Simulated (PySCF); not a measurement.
# How methods differ on the excitation energy of Br

Br [Ar] 3d10 4s2 4p5 (2P) → Br [Ar] 3d10 4s2 4p4 4d1 (high-spin determinant), as a difference of total energies. All numbers are calculated (PySCF 2.14, a scalar-relativistic core potential, in aug-cc-pVQZ-PP with ECP10MDF (7s6p5d3f2g, 89 functions)). Correlated levels: valence: 3s2 3p6 3d10 frozen. The calculations carry no spin-orbit coupling.

```tsv
method	excitation energy (eV)
UHF	9.630
LDA	10.180
PBE	9.865
PBE0	10.004
r2SCAN	10.151
B2PLYP	10.245
M06-L	10.055
BP86	9.934
wB97X	10.555
MP2 (valence)	10.315
SCS-MP2 (valence)	10.445
```

Problem. How much does correlation contribute at MP2 (valence)?

Solution. 10.315 − (9.630) = 0.685 eV, measured against UHF.

The promoted electron is Rydberg-like, and one or two diffuse shells describe it only roughly, which tends to raise the upper state.

In the upper state the promoted electron has a positive orbital energy at LDA, PBE, r2SCAN, M06-L, BP86, so the basis confines it.

The determinant of the upper state mixes LS terms, which raises its energy above the lowest term, most at the Hartree-Fock and MP2 levels.
